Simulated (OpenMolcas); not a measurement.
# Ni³⁺: effect of the level shift or regulariser

| Quantity | Value |
| --- | --- |
| Program | OpenMolcas 26.06 |
| Basis | ANO-RCC-VTZP [6s5p3d2f1g] |
| Scalar Hamiltonian | DKH2, point nucleus |
| Active space | 7 electrons in 5 orbitals (3d) |
| State averaging | 2S+1 = 4 even, 10 roots; 2S+1 = 2 even, 40 roots |
| Spin-orbit coupling | RASSI with atomic mean-field integrals over the reference wave functions, term energies averaged over their components |

Methods on the same reference wave functions:
A. CASSCF
B. MS-CASPT2, IPEA 0.25 Eh, imaginary shift 0.1 Eh (closed shells correlated: 3s 3p)
C. MS-CASPT2, IPEA 0.25 Eh, real shift 0.2 Eh (closed shells correlated: 3s 3p)
D. MS-CASPT2, IPEA 0.25 Eh, sigma2 regulariser 0.3 Eh (closed shells correlated: 3s 3p)

Energies in cm⁻¹ above 3d⁷ ⁴F_9/2, the measured ground level; measured values from Corliss and Sugar, J. Phys. Chem. Ref. Data 10, 197 (1981).

```
        Level      A      B      C      D  Measured
   3d⁷ ⁴F_9/2    0.0    0.0    0.0    0.0       0.0
   3d⁷ ⁴F_7/2   1145   1151   1151   1151      1190
   3d⁷ ⁴F_5/2   1984   1985   1985   1985      2042
   3d⁷ ⁴F_3/2   2559   2550   2550   2550      2621
   3d⁷ ⁴P_5/2  22246  18460  18460  18460     18119
   3d⁷ ²G_9/2  22368  19680  19680  19680     19830
   3d⁷ ⁴P_3/2  22611  18680  18700  18680     18367
   3d⁷ ⁴P_1/2  23161  19320  19330  19320     18958
   3d⁷ ²G_7/2  23466  20760  20770  20760     20948
   3d⁷ ²P_3/2  29495  23520  23620  23520     23649
  3d⁷ ²H_11/2  29687  27080  27060  27080     26649
   3d⁷ ²P_1/2  30655  24460  24570  24460     24651
   3d⁷ ²H_9/2  30666  28060  28030  28060     27678
3d⁷ ²D_5/2(1)  32185  27220  27230  27220     27096
3d⁷ ²D_3/2(1)  33911  28840  28860  28840     28778
   3d⁷ ²F_5/2  51175  43840  43850  43840     43438
   3d⁷ ²F_7/2  51657  44330  44340  44330     43859
3d⁷ ²D_3/2(2)  79892  69030  69050  69030     67360
3d⁷ ²D_5/2(2)  80440  69620  69630  69620     67990
```

Deviations, from unrounded energies. A percentage is the sum of absolute deviations over the sum of measured energies, with the sign that they share, or ± where signs differ.

| Against measurement | Levels | A | B | C | D |
| --- | --- | --- | --- | --- | --- |
| mean absolute deviation (cm-1) | 18 | 4800 | 390 | 380 | 390 |
| fine structure of the ground term (%) | 3 | -2.8 | -2.8 | -2.8 | -2.8 |
| other terms of the ground configuration (%) | 15 | +18.1 | ±1.4 | ±1.4 | ±1.4 |

B, C, D lie about equally close to measurement and A furthest from it. The largest miss of C in the table is 3d⁷ ²D_3/2(2), by +1700 cm-1. The ranking rests on the paired levels alone, and a cruder setting can come out closer through cancelling errors.

Among B to D the level of the table that moves most is 3d⁷ ²P_1/2, by 110 cm-1 (lowest in D, highest in C). Moves below CASPT2's spread within the term are not significant.

The two smallest mean deviations differ by little beside CASPT2's spread within terms, so their order carries little weight.

From A to B the spin-free energies of the other terms of 3d⁷ shown, above ⁴F, scale by factors of 0.78 to 0.91, as is usual when dynamic correlation screens the repulsion within a d or f shell.

The lowest spin-free term lies below A's lowest term by 0.530 hartree in B, 0.530 hartree in C, 0.530 hartree in D.

CASPT2 breaks the degeneracy within a term, and the mean is taken; among the terms shown or strongly mixed into the levels shown the widest spread is 990 cm-1 (3d⁷ ⁴F, D). Without dynamic correlation excited terms often stand tens of per cent too high (terms of higher spin than the ground term too low), and those without a measured partner can miss by more than the paired ones (holds for A). Some levels mix across a computed gap that differs much from the measured one, so their mixing is not that of the real levels (holds for A). The CASPT2 spread within a term exceeds the gap to the next term for 3d⁷ ²H and 3d⁷ ²D(1), so the order of their levels is uncertain (holds for B; C; D). Measured partners are found by configuration, term and J. A level has none where our copy of the source lacks it or the pairing is in doubt (some pairs that miss far off the trend of their configuration count as doubtful), and it then counts in no deviation. Levels of configurations outside the active space are missing.

A number in round brackets counts repeated terms of one configuration in the order of the reference energies.
